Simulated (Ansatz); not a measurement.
`B[Si](O)(F)[SiH3]` + H₂ → `B[SiH](O)F` + SiH₄  (hydrogenolysis of the Si–Si bond)

Computed with Ansatz on PBE0-D4/def2-TZVP structures; ΔE is electronic, products minus reactants. CCSD(T)/CBS adds triple-zeta CCSD(T) − MP2 to the extrapolated MP2 energy (def2 sets, frozen cores). This one scheme is used for every species. DFT in def2-TZVPP. One conformer a species, not always the lowest.

CCSD(T)/CBS gives -28.5 kJ/mol.

(1) Another level gave -29.7 kJ/mol. Which?
A. HF/def2-TZVPP
B. PBE/def2-TZVPP
C. ωB97X-V/def2-TZVPP
D. B2PLYP/def2-TZVPP

Largest T1 diagnostic among the species: 0.013.

Results:

(1) C. ωB97X-V -29.7, HF/def2-TZVPP -61.8, B2PLYP -36.4, PBE -16.9 kJ/mol.

The D4 term adds +11.0 kJ/mol with B3LYP and +6.2 kJ/mol with PBE0; it sums over pairs of atoms, weighted by their polarisabilities, and B3LYP, whose exchange is more repulsive, gets the larger term. In def2-TZVPP, CCSD(T) changes the Hartree–Fock value by +29.2 kJ/mol (the triples alone add +5.5 kJ/mol) and MP2 by +28.1 kJ/mol.

B3LYP here is the variant with VWN-RPA as its local correlation; programs differ in this.
